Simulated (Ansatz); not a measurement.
Coupled-cluster diagnostics for the cluster PtO₂⁻, Ansatz.

Geometry of the doublet (r2SCAN-D4/def2-TZVPD):

Cartesian coordinates in Å:
```
Pt 0.9492 -0.6883 -0.5527
O -0.5950 0.4400 -0.4041
O -0.3542 0.2483 0.9568
```

In the def2 sets Pt takes a core potential; there is no spin–orbit coupling. Correlated methods freeze 2 core orbitals; core or outer-core shells of Pt are correlated, in sets that lack core-valence functions. In CCSD on the charge -1 doublet the largest single amplitude is 0.19, so its Hartree–Fock determinant may place the open shell otherwise than the density functionals do. The structure holds 1 bond(s) between oxygen atoms. No other spin state of charge -1 was run. Another isomer (doublet) lies 3.18 eV lower at PBE0-D4/def2-TZVPD; other spin states weren't run for this one.

(1) Estimate the CCSD(T) correlation energy, the shares of MP2 and (T), T1 and the reference's ⟨S²⟩ for: charge -1, doublet, own geometry in def2-TZVPPD; and the rough time on 4 threads of Arm Neoverse V1 on a shared host.

## Answers

(1) 
| state | basis | correlation (eV) | MP2 share (%) | (T) share (%) | T1 | ⟨S²⟩ (pure) | wall time | remarks |
| --- | --- | --- | --- | --- | --- | --- | --- | --- |
| charge -1, doublet, own geometry | def2-TZVPPD | -29.853 | 96.5 | 5.0 | 0.063 | 1.40 (0.75) | 39 s | flagged by the program, large T1 (0.063), spin-contaminated (⟨S²⟩ 1.40) |
Customary marks for T1 are 0.02 (closed shells), 0.045 (open shells) and about 0.05 (3d metals). T1 exceeds 0.02 in 1 of 1 rows and 0.045 in 1; the higher it lies, the less the single-reference result can be trusted.
